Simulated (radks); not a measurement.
Results of a calculation; reference values are marked as such.
Task: The mean radii <r> (bohr) of the occupied orbitals of an atom or ion are listed with their occupations. Level of theory: Dirac Kohn-Sham, PBE, spin-unpolarised, spherical densities, point nucleus (a radial shooting solver on a logarithmic mesh with Libxc functionals).

orbital  occ.      <r>
1s1/2       2  0.01965
2s1/2       2  0.08175
2p1/2       2  0.06785
2p3/2       4  0.07508
3s1/2       2   0.1987
3p1/2       1   0.1870
3p3/2       2   0.1978

Name the element and its charge. Open shells, if any, are shared by 2j + 1.

Result: Z = 70, ytterbium, charge +55: Yb55+ in [Ne] 3s2 3p3. The 1s radius gives Z: for a bare nucleus <r> = (2 gamma + 1)/(2Z) with gamma = sqrt(1 - (Z/c)^2), 0.01942 bohr for Z = 70, and screening makes it slightly larger (0.01965 here). The occupations add up to 15, and the charge is Z minus that.
